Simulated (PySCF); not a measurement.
## Electronic structure of La (lanthanum, neutral) at the UHF level

Configuration: [Xe] 5d1 6s1 6p1, one real determinant (an excited configuration). All numbers are calculated (PySCF 2.14, the spin-free X2C one-electron Hamiltonian (Gaussian nucleus), in x2c-TZVPPall with one added diffuse shell each of s, p, d type (12s8p8d3f1g, 106 functions)).

```json
{
 "Total energy": "-8489.222310 hartree",
 "One-electron energy": "-11571.7806 hartree",
 "Hartree (Coulomb) energy": "3285.2106 hartree",
 "Exchange energy": "-202.6523 hartree",
 "⟨S²⟩": "3.7552",
 "⟨L²⟩": "8.460",
 "Sum of ⟨r⟩": "45.89 bohr",
 "Sum of ⟨r²⟩": "109.8 bohr²",
 "Traceless quadrupole moment −½Σ⟨3z² − r²⟩ along its main axis": "-17.5 e·bohr²",
 "Langevin diamagnetic susceptibility": "-87.0 ×10⁻⁶ cm³/mol"
}
```

| shell | electrons | mean orbital energy (eV) | spread (eV) | rms radius, mean of both spins (bohr) |
| --- | --- | --- | --- | --- |
| 1s α | 1 | -39119.8 | 0 | 0.0286 |
| 1s β | 1 | -39119.8 | 0 | 0.0286 |
| 2s α | 1 | -6336.4 | 0 | 0.116 |
| 2s β | 1 | -6336.3 | 0 | 0.116 |
| 2p α | 3 | -5677.8 | 0.010 | 0.104 |
| 2p β | 3 | -5677.8 | 0.046 | 0.104 |
| 3s α | 1 | -1402.1 | 0 | 0.303 |
| 3s β | 1 | -1402.1 | 0 | 0.303 |
| 3p α | 3 | -1186.3 | 0.089 | 0.304 |
| 3p β | 3 | -1186.2 | 0.101 | 0.304 |
| 3d α | 5 | -873.49 | 0.166 | 0.281 |
| 3d β | 5 | -873.42 | 0.109 | 0.281 |
| 4s α | 1 | -303.53 | 0 | 0.694 |
| 4s β | 1 | -303.36 | 0 | 0.694 |
| 4p α | 3 | -230.33 | 0.108 | 0.737 |
| 4p β | 3 | -230.20 | 0.192 | 0.737 |
| 4d α | 5 | -120.49 | 0.366 | 0.826 |
| 4d β | 5 | -120.33 | 0.254 | 0.826 |
| 5s α | 1 | -50.580 | 0 | 1.67 |
| 5s β | 1 | -49.729 | 0 | 1.67 |
| 5p α | 3 | -29.952 | 0.645 | 1.92 |
| 5p β | 3 | -28.790 | 0.436 | 1.92 |
| 5d α | 1 | -7.540 | 0 | 3.10 |
| 6s α | 1 | -6.698 | 0 | 4.84 |
| 6p α | 1 | -4.012 | 0 | 6.04 |

⟨L²⟩ = 8.46 against 12 for a pure F term, so this real determinant mixes terms. Spin-orbit coupling, absent here, splits the open shell strongly.

Densities and radii are taken from the X2C orbitals without a picture-change correction, which distorts them close to the nucleus.

Spin-orbit constants ζ (cm⁻¹) from the X2C one-electron operator on these orbitals: bare nucleus, nucleus screened by l(l+1)(2l+1)/3 electrons, and screened by the Breit-Pauli mean field of the electrons.

```tsv
shell	bare	screened nucleus	mean field
2p	2176000	2099000	n/a
3p	429200	414100	n/a
3d	66290	54660	n/a
4p	89110	85990	n/a
4d	11210	9242	n/a
5p	12120	11690	n/a
5d	705.6	581.8	n/a
6p	898.0	866.5	n/a
```

To first order the Landé constant is A = 225.6 cm⁻¹, so the lowest level has J = 3/2 and lies 0.168 eV below the centre of the term. This holds in LS coupling only.
